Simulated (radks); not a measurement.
Species: Er I. Configuration: [Xe] 4f10 6s2 6p2 (not the ground configuration).

All-electron calculation, Dirac Kohn-Sham, PBE, spin-unpolarised, spherical densities, finite nucleus; open shells fill j = l - 1/2 first; Fermi nuclear charge, rms radius 5.2516 fm. Program: a radial shooting solver on a logarithmic mesh with Libxc functionals.

Energy parts (eV):
total: -356406.35
kinetic: 393323.73
electron-nucleus: -880492.01
Hartree: 138331.73
exchange-correlation: -7569.81

Orbitals (lengths in bohr, moments of r in powers of bohr; <r^-3> diverges for s and p1/2; r(max) is where P^2 peaks; r(90%) holds 90 % of the orbital's charge):
1s1/2: occ. 2; eigenvalue (eV) -57314.27; r(max) 0.01286; <1/r> 77.54; r(90%) 0.0369
2s1/2: occ. 2; eigenvalue (eV) -9641.645; r(max) 0.07342; <1/r> 18.65; r(90%) 0.134
2p1/2: occ. 2; eigenvalue (eV) -9185.234; r(max) 0.05513; <1/r> 18.62; r(90%) 0.118
2p3/2: occ. 4; eigenvalue (eV) -8268.520; r(max) 0.06135; <1/r> 16.15; r(90%) 0.128; <r^-3> 12190
3s1/2: occ. 2; eigenvalue (eV) -2178.699; r(max) 0.2074; <1/r> 6.825; r(90%) 0.331
3p1/2: occ. 2; eigenvalue (eV) -1978.214; r(max) 0.1950; <1/r> 6.741; r(90%) 0.323
3p3/2: occ. 4; eigenvalue (eV) -1785.728; r(max) 0.2080; <1/r> 6.109; r(90%) 0.342; <r^-3> 2657
3d3/2: occ. 4; eigenvalue (eV) -1442.458; r(max) 0.1643; <1/r> 5.994; r(90%) 0.314; <r^-3> 452.1
3d5/2: occ. 6; eigenvalue (eV) -1400.407; r(max) 0.1679; <1/r> 5.839; r(90%) 0.319; <r^-3> 395.3
4s1/2: occ. 2; eigenvalue (eV) -447.7774; r(max) 0.4740; <1/r> 2.861; r(90%) 0.729
4p1/2: occ. 2; eigenvalue (eV) -367.5370; r(max) 0.4761; <1/r> 2.753; r(90%) 0.751
4p3/2: occ. 4; eigenvalue (eV) -323.9291; r(max) 0.5035; <1/r> 2.536; r(90%) 0.795; <r^-3> 602.8
4d3/2: occ. 4; eigenvalue (eV) -191.6676; r(max) 0.5058; <1/r> 2.319; r(90%) 0.861; <r^-3> 88.30
4d5/2: occ. 6; eigenvalue (eV) -183.6884; r(max) 0.5146; <1/r> 2.266; r(90%) 0.877; <r^-3> 75.90
4f5/2: occ. 6; eigenvalue (eV) -23.7250; r(max) 0.4989; <1/r> 1.767; r(90%) 1.23; <r^-3> 12.13
4f7/2: occ. 4; eigenvalue (eV) -22.5030; r(max) 0.5038; <1/r> 1.744; r(90%) 1.24; <r^-3> 11.65
5s1/2: occ. 2; eigenvalue (eV) -66.4324; r(max) 1.093; <1/r> 1.107; r(90%) 1.74
5p1/2: occ. 2; eigenvalue (eV) -43.4908; r(max) 1.180; <1/r> 0.9887; r(90%) 1.95
5p3/2: occ. 4; eigenvalue (eV) -37.2283; r(max) 1.257; <1/r> 0.9141; r(90%) 2.09; <r^-3> 85.51
6s1/2: occ. 2; eigenvalue (eV) -7.2581; r(max) 2.874; <1/r> 0.3856; r(90%) 4.78
6p1/2: occ. 2; eigenvalue (eV) -3.2936; r(max) 3.499; <1/r> 0.3043; r(90%) 6.14
6p3/2: occ. 0; eigenvalue (eV) -2.7587; r(max) 3.740; <1/r> 0.2826; r(90%) 6.61; <r^-3> 7.291

The highest occupied level is 6p1/2 at -3.294 eV. Summed over all electrons, <r^2> = 94.38 bohr^2, which gives a Langevin (diamagnetic) susceptibility term of -74.7 x 10^-6 cm^3/mol.
